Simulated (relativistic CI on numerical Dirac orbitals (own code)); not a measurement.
Hg63+: q coefficients and field-shift factors

Method of calculation: Dirac-Coulomb-Breit CI, separate exchange-only KLI orbitals for each configuration, derivatives by finite differences, unscaled Slater integrals, QED left out (own radial code, finite nucleus).

CI space (outside the closed core [Ne]): 3s2 3p5, 3s2 3p4 3d, 3s 3p6, 3s 3p5 3d, 3s 3p4 3d2, 3p6 3d, 3p5 3d2, 3p4 3d3. Double excitations out of closed p, d and f shells are left out; levels of such configurations are missing from the list, as are those of other unlisted configurations, and high levels can miss mixing partners.

With x = (α/α₀)² − 1 an excitation energy changes as ω = ω₀ + qx; K = 2q/ω₀ is the relative enhancement. Terms are leading LS components, so labels can repeat. The field-shift factor is F = δν/δ⟨r²⟩ for the transition from the lowest level.

Lowest level 3s2 3p5 2P°_3/2.

```csv
Level,ω₀ (cm⁻¹),q (cm⁻¹),K,F (GHz/fm²)
3s2 3p4 3d 4D_3/2,2080620,159900,0.154,18.7
3s2 3p4 3d 4D_5/2,2139502,171100,0.16,21.1
3s2 3p4 3d 4P_1/2,2147303,172800,0.161,-2.65
3s2 3p4 3d 2F_7/2,2166391,146300,0.135,23.3
3s2 3p4 3d 2D_3/2,2356137,173400,0.147,22.8
3s2 3p4 3d 2F_7/2,3009559,1.092e+06,0.726,52.9
3s2 3p4 3d 4F_9/2,3030331,1.082e+06,0.714,59.8
3s2 3p4 3d 2P_1/2,3099649,1.13e+06,0.729,-39.7
3s2 3p4 3d 2D_5/2,3295757,1.108e+06,0.673,51.6
3s2 3p4 3d 2P_3/2,3364148,1.121e+06,0.667,53.6
3s2 3p4 3d 2D_5/2,3406720,1.125e+06,0.66,40.6
3s2 3p5 2P°_1/2,4099385,5.206e+06,2.54,-1090
3s 3p6 2S_1/2,5846407,5.603e+06,1.92,-10500
```

At this charge energies of transitions that change n are usually good to better than 1 %, and those within a shell (Δn = 0) to a few per cent.
